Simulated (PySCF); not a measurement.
**Working out the ionisation energy of Eu**

Eu [Xe] 4f7 6s2 (8S) → Eu⁺ [Xe] 4f7 6s1 (9S). Calculation: PySCF 2.14, in cc-pVDZ-X2C; the spin-free X2C one-electron Hamiltonian (Gaussian nucleus). Frozen: [Ar] 3d10. Energies in hartree (1 hartree = 27.21139 eV):

```tsv
part	Eu (lower)	Eu⁺ (upper)
UHF	-10839.599054	-10839.428718
MP2 opposite-spin	-0.502877	-0.475495
MP2 same-spin	-0.394114	-0.387643
```

Task: What does Hartree-Fock give?

Result: (-10839.428718) − (-10839.599054) = 0.170336 hartree = 4.635 eV.

Task: What do MP2 and SCS-MP2 (6/5 opposite-spin, 1/3 same-spin) give?

Result: The opposite-spin parts differ by 0.745 eV and the same-spin parts by 0.176 eV. MP2: 4.635 + (0.745) + (0.176) = 5.556 eV. SCS-MP2: 4.635 + 1.2 × (0.745) + (0.176)/3 = 5.588 eV.

Measured between the centres of the two terms (NIST): 5.670 eV, so MP2 (valence and next inner shell) is off by -0.114 eV.

A double-zeta basis recovers only part of the correlation energy.

What remains against the reference includes basis incompleteness, the frozen core and correlation beyond second order.
